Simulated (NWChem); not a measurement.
System: C3H6O; SMILES OC1CC1

The following NWChem deck was run.

```
start job
memory heap 200 mb stack 900 mb global 1100 mb
geometry units angstroms noautosym nocenter noautoz
  O     -0.076396    -1.446920    -0.225850
  C     -0.005049    -0.246098     0.460803
  C     -0.755955     0.896394    -0.126613
  C      0.750526     0.906269    -0.134483
  H      0.764279    -1.902271    -0.109634
  H     -0.004832    -0.330586     1.557573
  H     -1.290299     1.576855     0.541247
  H     -1.256279     0.694738    -1.077286
  H      1.241059     0.724205    -1.094772
  H      1.281822     1.592499     0.530975
end
basis spherical
  O library def2-svp
  C library def2-svp
  H library def2-svp
end
dft
  xc m05-2x
  iterations 150
end
cosmo
  do_cosmo_smd true
  solvent anisole
end
task dft energy
```

Structure relaxed at the PBE0/def2-SVP level. Solvent: anisole.

Level: M05-2X/def2-SVP with SMD (1 M gas to 1 M solution), gas-phase geometry.

Problem. Give the results of this calculation. (M05-2X/def2-SVP, SMD on the gas-phase geometry.) Quantities: solvation free energy (kcal/mol); cavity-dispersion-structure term (kcal/mol); dipole in solution (D).

Solution. 
| Quantity | Value |
|---|---|
| solvation free energy (kcal/mol) | -4.9 |
| cavity-dispersion-structure term (kcal/mol) | -2.1 |
| dipole in solution (D) | 1.77 |
